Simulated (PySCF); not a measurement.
nitrogen trifluoride (F$_{3}$N), singlet, geometry from GFN2-xTB, atoms displaced at random by about 0.08 Å a coordinate; HF/6-31G, gradient by finite differences run with PySCF.

Here is a job for PySCF.
```python
from pyscf import gto, scf

mol = gto.Mole()
mol.atom = '''
    F     1.07813154   -0.19995670   -0.02261617
    N    -0.01351672   -0.03941523    0.58190780
    F    -0.40660669    1.14416451   -0.12678489
    F    -0.79055728   -0.90412377   -0.26111192
'''
mol.basis = '6-31g'
mol.verbose = 4
mol.build()

mf = scf.RHF(mol)
mf.conv_tol = 1e-11
mf.kernel()
scan, done = mf.as_scanner(), []
scan.scf_summary = {}
def energy(d):
    c = mol.atom_coords()
    c[1, 0] += d
    e = scan(mol.set_geom_(c, unit='Bohr', inplace=False))
    done.append(scan.converged)
    return e
h = 1e-5
fd = (energy(h) - energy(-h)) / (2 * h)
print('dE/dx =', fd)
```

Task: Predict the main parts of the log of this PySCF run.

Result: 
```
PySCF version 2.14.0

[INPUT] verbose = 4
[INPUT] num. atoms = 4
[INPUT] num. electrons = 34
[INPUT] charge = 0
[INPUT] spin (= nelec alpha-beta = 2S) = 0
[INPUT] symmetry False subgroup None
[INPUT] Mole.unit = angstrom
[INPUT] Symbol           X                Y                Z      unit          X                Y                Z       unit  Magmom
[INPUT]  1 F      1.078131540000  -0.199956700000  -0.022616170000 AA    2.037373336856  -0.377863399772  -0.042738367287 Bohr   0.0
[INPUT]  2 N     -0.013516720000  -0.039415230000   0.581907800000 AA   -0.025542898902  -0.074483989837   1.099646371748 Bohr   0.0
[INPUT]  3 F     -0.406606690000   1.144164510000  -0.126784890000 AA   -0.768375284516   2.162157565347  -0.239588718833 Bohr   0.0
[INPUT]  4 F     -0.790557280000  -0.904123770000  -0.261111920000 AA   -1.493936744981  -1.708546308009  -0.493430016659 Bohr   0.0

nuclear repulsion = 136.166111568432
number of shells = 20
number of NR pGTOs = 88
number of NR cGTOs = 36
basis = 6-31g
ecp = {}

******** <class 'pyscf.scf.hf.RHF'> ********
method = RHF
initial guess = minao
damping factor = 0
level_shift factor = 0
DIIS = <class 'pyscf.scf.diis.CDIIS'>
diis_start_cycle = 1
diis_space = 8
diis_damp = 0
SCF conv_tol = 1e-11
SCF conv_tol_grad = None
SCF max_cycles = 50
direct_scf = True
direct_scf_tol = 1e-13
Set gradient conv threshold to 3.16228e-06
Initial guess from minao.
init E= -352.815351724102
  HOMO = -0.358743926058123  LUMO = 0.116412706279819  gap/eV = 12.92967
cycle= 1 E= -352.094649900365  delta_E= 0.721  |g|= 1.04  |ddm|= 2.11
  HOMO = -0.558356540027986  LUMO = -0.0466644813571757  gap/eV = 13.92385
cycle= 2 E= -352.218748841711  delta_E= -0.124  |g|= 0.966  |ddm|= 1.43
  HOMO = -0.606769570520546  LUMO = 0.0932626054499002  gap/eV = 19.04885
cycle= 3 E= -352.384752756542  delta_E= -0.166  |g|= 0.0738  |ddm|= 0.567
  HOMO = -0.585758707237425  LUMO = 0.141044824741243  gap/eV = 19.77733
cycle= 4 E= -352.387783667112  delta_E= -0.00303  |g|= 0.0344  |ddm|= 0.122
  HOMO = -0.588604397433387  LUMO = 0.142821370103604  gap/eV = 19.90311
cycle= 5 E= -352.388503778479  delta_E= -0.00072  |g|= 0.0108  |ddm|= 0.0735
  HOMO = -0.587925010769899  LUMO = 0.14384565850495  gap/eV = 19.91249
cycle= 6 E= -352.388561863392  delta_E= -5.81e-05  |g|= 0.00364  |ddm|= 0.0205
  HOMO = -0.587415916534687  LUMO = 0.144435197407961  gap/eV = 19.91468
cycle= 7 E= -352.388567529505  delta_E= -5.67e-06  |g|= 0.000867  |ddm|= 0.00605
  HOMO = -0.587561322717417  LUMO = 0.14469700447399  gap/eV = 19.92576
cycle= 8 E= -352.388568210729  delta_E= -6.81e-07  |g|= 0.000228  |ddm|= 0.00238
  HOMO = -0.58759647408924  LUMO = 0.144652641955815  gap/eV = 19.92551
cycle= 9 E= -352.388568256693  delta_E= -4.6e-08  |g|= 5.62e-05  |ddm|= 0.000581
  HOMO = -0.587596846529427  LUMO = 0.144659325172543  gap/eV = 19.92571
cycle= 10 E= -352.388568259613  delta_E= -2.92e-09  |g|= 2.07e-05  |ddm|= 0.000143
  HOMO = -0.587595696585709  LUMO = 0.144659766240902  gap/eV = 19.92569
cycle= 11 E= -352.388568259914  delta_E= -3.01e-10  |g|= 1.12e-05  |ddm|= 3.97e-05
  HOMO = -0.587595494656601  LUMO = 0.144658890979471  gap/eV = 19.92566
cycle= 12 E= -352.388568259978  delta_E= -6.45e-11  |g|= 3.66e-06  |ddm|= 1.89e-05
  HOMO = -0.587594651537413  LUMO = 0.144659449351219  gap/eV = 19.92565
cycle= 13 E= -352.388568259986  delta_E= -7.5e-12  |g|= 9.6e-07  |ddm|= 7.76e-06
  HOMO = -0.587594858729218  LUMO = 0.144659131453524  gap/eV = 19.92565
Extra cycle  E= -352.388568259985  delta_E= 2.27e-13  |g|= 6.38e-07  |ddm|= 1.14e-06
converged SCF energy = -352.388568259985
Create scanner for <class 'pyscf.scf.hf.RHF'>

WARN: Mole.unit (angstrom) is changed to Bohr

New geometry
   1 F      1.078131540000  -0.199956700000  -0.022616170000 AA    2.037373336856  -0.377863399772  -0.042738367287 Bohr
   2 N     -0.013511428228  -0.039415230000   0.581907800000 AA   -0.025532898902  -0.074483989837   1.099646371748 Bohr
   3 F     -0.406606690000   1.144164510000  -0.126784890000 AA   -0.768375284516   2.162157565347  -0.239588718833 Bohr
   4 F     -0.790557280000  -0.904123770000  -0.261111920000 AA   -1.493936744981  -1.708546308009  -0.493430016659 Bohr

******** <class 'pyscf.scf.hf.RHF_Scanner'> ********
method = RHF_Scanner
initial guess = minao
damping factor = 0
level_shift factor = 0
DIIS = <class 'pyscf.scf.diis.CDIIS'>
diis_start_cycle = 1
diis_space = 8
diis_damp = 0
SCF conv_tol = 1e-11
SCF conv_tol_grad = None
SCF max_cycles = 50
direct_scf = True
direct_scf_tol = 1e-13
Set gradient conv threshold to 3.16228e-06
init E= -352.388568227816
  HOMO = -0.587594441398334  LUMO = 0.144657470625556  gap/eV = 19.92559
cycle= 1 E= -352.388567149272  delta_E= 1.08e-06  |g|= 3.32e-06  |ddm|= 1.37e-05
  HOMO = -0.587594302206881  LUMO = 0.14465784580898  gap/eV = 19.92560
cycle= 2 E= -352.388567149275  delta_E= -3.3e-12  |g|= 1.77e-06  |ddm|= 4.46e-06
  HOMO = -0.587594306327368  LUMO = 0.144657733062258  gap/eV = 19.92559
Extra cycle  E= -352.388567149275  delta_E= -2.27e-13  |g|= 1.14e-06  |ddm|= 1.79e-06
converged SCF energy = -352.388567149275

WARN: Mole.unit (angstrom) is changed to Bohr

New geometry
   1 F      1.078131540000  -0.199956700000  -0.022616170000 AA    2.037373336856  -0.377863399772  -0.042738367287 Bohr
   2 N     -0.013522011772  -0.039415230000   0.581907800000 AA   -0.025552898902  -0.074483989837   1.099646371748 Bohr
   3 F     -0.406606690000   1.144164510000  -0.126784890000 AA   -0.768375284516   2.162157565347  -0.239588718833 Bohr
   4 F     -0.790557280000  -0.904123770000  -0.261111920000 AA   -1.493936744981  -1.708546308009  -0.493430016659 Bohr

******** <class 'pyscf.scf.hf.RHF_Scanner'> ********
method = RHF_Scanner
initial guess = minao
damping factor = 0
level_shift factor = 0
DIIS = <class 'pyscf.scf.diis.CDIIS'>
diis_start_cycle = 1
diis_space = 8
diis_damp = 0
SCF conv_tol = 1e-11
SCF conv_tol_grad = None
SCF max_cycles = 50
direct_scf = True
direct_scf_tol = 1e-13
Set gradient conv threshold to 3.16228e-06
init E= -352.38856721372
  HOMO = -0.58759493961188  LUMO = 0.144661299485127  gap/eV = 19.92571
cycle= 1 E= -352.388569370619  delta_E= -2.16e-06  |g|= 6.84e-06  |ddm|= 2.72e-05
  HOMO = -0.587595308775099  LUMO = 0.14466035747082  gap/eV = 19.92569
cycle= 2 E= -352.38856937063  delta_E= -1.14e-11  |g|= 3.69e-06  |ddm|= 9.02e-06
  HOMO = -0.587595255737749  LUMO = 0.14466058360379  gap/eV = 19.92570
cycle= 3 E= -352.388569370633  delta_E= -2.96e-12  |g|= 1.13e-06  |ddm|= 2.55e-06
  HOMO = -0.58759519681053  LUMO = 0.144660618900131  gap/eV = 19.92570
Extra cycle  E= -352.388569370634  delta_E= -9.09e-13  |g|= 6.35e-07  |ddm|= 1.52e-06
converged SCF energy = -352.388569370634
dE/dx = 0.11106794204351898
```
